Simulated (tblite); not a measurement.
Compound: C₈H₁₁B.
Cartesian coordinates in Å at the GFN2-xTB level; atoms count from 1:
```xyz
20
C8H11B angstrom
C     -2.2747   -1.2052   -0.1571
B     -1.3906    0.1027   -0.0934
C     -2.0773    1.5250   -0.1379
C      0.1669   -0.0117    0.0126
C      0.8136   -1.2534    0.0542
C      2.1885   -1.3588    0.1475
C      2.9702   -0.2170    0.2019
C      2.3623    1.0267    0.1614
C      0.9867    1.1225    0.0689
H     -2.0004   -1.8240   -1.0111
H     -3.3409   -1.0054   -0.2308
H     -2.1211   -1.8260    0.7252
H     -1.8394    2.1045    0.7538
H     -3.1610    1.4812   -0.2156
H     -1.7146    2.1108   -0.9821
H      0.2245   -2.1576    0.0112
H      2.6560   -2.3332    0.1766
H      4.0456   -0.2955    0.2728
H      2.9661    1.9226    0.2009
H      0.5344    2.1027    0.0378
```

Calculated harmonic vibrations of the isolated species, GFN2-xTB (tblite), most abundant isotopes, no scaling. The method is semi-empirical: single wavenumbers can be off by several per cent or more. The optimisation stopped once no atom felt more than 0.01 eV/Å.

Lowest wavenumbers of the output (negative numbers stand for imaginary wavenumbers):
```
mode    cm-1
  1     -54.8
  2      80.7
  3      94.3
  4     114.9
  5     174.2
  6     282.5
  7     330.6
  8     356.9
```

**Question.** Is this structure a minimum?

**Answer.** Not by this Hessian. 1 mode is imaginary beyond 20i (55i cm⁻¹), so at this level the point lies at or near a first-order saddle. The curvature is small, so loose convergence or finite differences may be the whole cause.

**Question.** Which atoms move in the imaginary mode?

**Answer.** 55i: C1 (sp3 carbon bound to boron) 18 %, C3 (sp3 carbon bound to boron) 17 %, H14 (methyl hydrogen) 12 %, H11 (methyl hydrogen) 12 %. These are shares of the mass-weighted motion.

**Question.** What is the remedy?

**Answer.** Step along that mode in both directions, optimise again with tighter thresholds and repeat the frequencies. The zero-point energy of this point (103.3 kcal/mol) counts the 53 real modes alone, and thermal corrections from it aren't those of a minimum.

Hardware: Arm Neoverse V1, one thread, shared host with 32 logical CPUs at a one-minute load of 17. Cost: 0.72 s. The figure is for the frequency step alone.
